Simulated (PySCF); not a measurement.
Job for PySCF: D3(BJ) and D4 dispersion corrections on CH3NO (SMILES C=NO).

```python
from pyscf import gto
from pyscf.dispersion import dftd3, dftd4

mol = gto.M(
    atom='''
    C    -0.87391140    0.08681031    0.06323958
    N     0.19656121   -0.58638403    0.09102409
    O     1.31652879    0.21293997   -0.15784912
    H    -1.79227189   -0.45533007    0.24633377
    H    -0.89345687    1.15678450   -0.13278163
    H     2.04655015   -0.41482069   -0.10746189
    ''',
    basis='def2-svp',
    charge=0, spin=0, verbose=0, max_memory=1800)
d3, d4 = {}, {}
for xc in ['hf', 'pbe', 'blyp', 'revpbe', 'tpss', 'r2scan', 'b3lyp', 'pbe0', 'bhlyp', 'camb3lyp', 'b2plyp']:
    d3[xc] = float(dftd3.DFTD3Dispersion(mol, xc=xc, version='d3bj', atm=False).get_dispersion()['energy'])
    print(f'D3(BJ) {xc:10s} {d3[xc]:14.8f} Eh')
for xc in ['hf', 'pbe', 'blyp', 'revpbe', 'tpss', 'r2scan', 'b3lyp', 'pbe0', 'bhlyp', 'camb3lyp', 'b2plyp']:
    d4[xc] = float(dftd4.DFTD4Dispersion(mol, xc={'camb3lyp': 'cam-b3lyp'}.get(xc, xc), atm=True).get_dispersion()['energy'])
    print(f'D4     {xc:10s} {d4[xc]:14.8f} Eh')
```

It printed:

```
D3(BJ) hf            -0.02477437 Eh
D3(BJ) pbe           -0.00247738 Eh
D3(BJ) blyp          -0.00514071 Eh
D3(BJ) revpbe        -0.00679742 Eh
D3(BJ) tpss          -0.00300989 Eh
D3(BJ) r2scan        -0.00062953 Eh
D3(BJ) b3lyp         -0.00414575 Eh
D3(BJ) pbe0          -0.00201895 Eh
D3(BJ) bhlyp         -0.00309345 Eh
D3(BJ) camb3lyp      -0.00167333 Eh
D3(BJ) b2plyp        -0.00179890 Eh
D4     hf            -0.00964111 Eh
D4     pbe           -0.00219971 Eh
D4     blyp          -0.00515616 Eh
D4     revpbe        -0.00882757 Eh
D4     tpss          -0.00299509 Eh
D4     r2scan        -0.00052234 Eh
D4     b3lyp         -0.00352858 Eh
D4     pbe0          -0.00179467 Eh
D4     bhlyp         -0.00229117 Eh
D4     camb3lyp      -0.00175583 Eh
D4     b2plyp        -0.00151574 Eh
```

The run finished.

Cost: about 0.05 core-seconds (a rough figure).
